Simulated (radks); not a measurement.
Spherical quantum dot in the effective-mass picture: electrons in a parabolic well V = omega^2 r^2 / 2 with omega = 2.86, all in effective atomic units (hartree* = m*/eps^2 hartree, bohr* = eps/m* bohr), one dielectric constant everywhere. Method: non-relativistic Kohn-Sham, LDA (Slater exchange, Perdew-Wang correlation), spin-polarised, spherical densities; computed with a radial shooting solver with Libxc functionals. Levels are named by radial order and angular momentum (1s, 1p, 1d, 2s, ...), and open shells are averaged over m.

N = 27, configuration 1s2 1p6 1d10 2s2 1f(up 7, down 0). This is the lowest configuration that the search found. Occupied and some empty levels:

level    occupation  eigenvalue (hartree*)  <r> (bohr*)
1s up             1                 25.124       0.9060
1s down           1                 25.201       0.8932
1p up             3                 26.690        1.158
1p down           3                 26.809        1.149
1d up             5                 28.392        1.339
1d down           5                 28.536        1.335
2s up             1                 28.631        1.189
2s down           1                 28.737        1.194
1f up             7                 30.222        1.483
1f down           0                 30.376        1.482
2p up             0                 30.615        1.339
2p down           0                 30.716        1.343
1g up             0                 32.169        1.605
1g down           0                 32.323        1.607
2d up             0                 32.678        1.477
2d down           0                 32.780        1.480

Energy (hartree*): total 518.305, kinetic 85.543, external 201.68, Hartree 252.98, exchange-correlation -21.898.
